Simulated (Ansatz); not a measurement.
Input file for Ansatz (a first-principles code): U-PBE0/def2-TZVPP on HOY (SMILES [OH][Y]), 2S+1 = 3, a spin state set in the input, which need not be the lowest. Elements past Kr take the def2 small-core potentials; no spin–orbit coupling.

Ansatz 0.2 input:
```yaml
crystal:
  periodic: [false, false, false]
  atoms:
    - {symbol: Y, position_ang: [-1.05910719, -0.87459103, -0.93376248]}
    - {symbol: O, position_ang: [0.20978781, 0.20231552, 0.16826149]}
    - {symbol: H, position_ang: [0.81605066, 0.71964711, 0.69518136]}
basis:
  gaussian:
    orbitals: def2-TZVPP
hamiltonian:
  xc: {name: PBE0}
magnetization: {spin_polarized: true, initial_magnetization: 2}
output: {forces: true}
```

The log:

```
WARN ansatz: RAYON_NUM_THREADS=1 ignored (pool sized by the plan → 1); use --threads N
Functional definition: PBE0
integrals: 0.02 GiB planned
577 factors; their error is unknown
mean field: 0.32 GiB planned
mean field evaluation 1: about -3096.9754 eV, gradient 4.5e1 eV
mean field evaluation 2: about -3016.6987 eV, gradient 1.3e2 eV
mean field evaluation 4: about -3103.9904 eV, gradient 3.9e0 eV
mean field evaluation 8: about -3104.0838 eV, gradient 1.2e-1 eV
mean field evaluation 16: about -3104.1090 eV, gradient 6.8e-4 eV
mean field evaluation 32: about -3104.1090 eV, gradient 8.2e-6 eV
mean field evaluation 64: about -3104.1090 eV, gradient 1.3e-5 eV
mean field evaluation 96: about -3104.0576 eV, gradient 9.5e-1 eV
mean field -3104.10903555 eV, -114.0739030159 hartree, gradient 2.3e-10 eV, S^2 2.001815; 7 other end points of the search recorded, 0 dependent functions left out
the calculation of the forces begins
reference -3104.10906729 eV, -114.0739041821 hartree; 11, 9 occupied and 90, 92 virtual orbitals, 577 factors
Total energy: -3104.10906729 eV, -114.0739041821 hartree
Atom 0 at    -1.059107    -0.874591    -0.933762 Å, force     0.260690     0.220998     0.226373 eV/Å
Atom 1 at     0.209788     0.202316     0.168261 Å, force    -0.108950    -0.090995    -0.094419 eV/Å
Atom 2 at     0.816051     0.719647     0.695181 Å, force    -0.151740    -0.130003    -0.131953 eV/Å
Dipole moment:    -0.133220    -0.112444    -0.115615 e Å
```

Self-consistency was reached.

Cost: roughly 29 core-seconds.
